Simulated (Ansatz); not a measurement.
`O=C(O)[SiH2][SeH]`. Total charge 0; spin multiplicity 1. Geometry: relaxed with PBE0-D4/def2-TZVP. It is one conformer, not always the lowest.

```xyz
9

O    -0.067   -0.753   -2.080
C     0.206   -0.580   -0.924
O     0.769   -1.533   -0.159
Si   -0.103    1.056    0.038
Se   -1.538    0.722    1.767
H     0.882   -2.322   -0.715
H     1.209    1.573    0.497
H    -0.770    1.996   -0.887
H    -0.589   -0.159    2.462
```

Task: What is the dipole moment at B3LYP/def2-TZVPP? (Estimate.)

Result: Ansatz gave: 1.71 D, with components (1.05, -0.47, 1.27) D in this frame, pointing from negative to positive charge.

Task: And with PBE, r2SCAN, ωB97M-V? (An estimate is asked.)

Result: The calculation gave: PBE 1.69 D, r2SCAN 1.77 D, ωB97M-V 1.73 D.

Task: Give the Mulliken charges with B3LYP, r2SCAN, PBE in def2-TZVPP. (An estimate is asked.)

Result: Computed: 
```tsv
atom	B3LYP	r2SCAN	PBE
O1	-0.29	-0.32	-0.25
C2	0.22	0.26	0.18
O3	-0.27	-0.28	-0.22
Si4	0.31	0.33	0.24
Se5	-0.16	-0.18	-0.14
H6	0.20	0.22	0.19
H7	-0.05	-0.05	-0.04
H8	-0.04	-0.05	-0.03
H9	0.06	0.08	0.07
```

B3LYP here is the variant with VWN-RPA as its local correlation; programs differ in this.
